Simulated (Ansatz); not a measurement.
A geometry relaxed with B3LYP-D3(BJ)/def2-SVP run with Ansatz (a program for electronic structure), charge 0, multiplicity 1:

```xyz
21

B     -0.4959     3.1290    -0.6441
H      0.3319    -2.1675     0.5026
H     -4.4189    -0.6375     1.1897
C     -1.3388     0.7941     0.1343
H      0.4395     3.7907    -1.0218
C      0.9718     1.0458    -0.4505
C     -2.3259    -1.2392     0.8689
C      2.5991    -0.8291    -0.3461
H     -1.5791     3.6490    -0.5302
H      4.0801    -2.3440    -0.2965
H     -2.3724    -2.2935     1.1446
H      3.3220    -0.0842    -0.6976
C      0.1677    -1.1121     0.2741
H      1.7990     1.6723    -0.7948
H      2.3773    -2.8787     0.2234
C     -3.3964    -0.3990     0.8990
S     -3.0102     1.2310     0.4016
C      3.0341    -2.0782    -0.1285
C     -1.1206    -0.5792     0.4307
C      1.2315    -0.3125    -0.1672
C     -0.2958     1.6427    -0.3150
```

**Question.** Write the SMILES of this molecule.

**Answer.** `Bc1cc(C=C)cc2ccsc12`
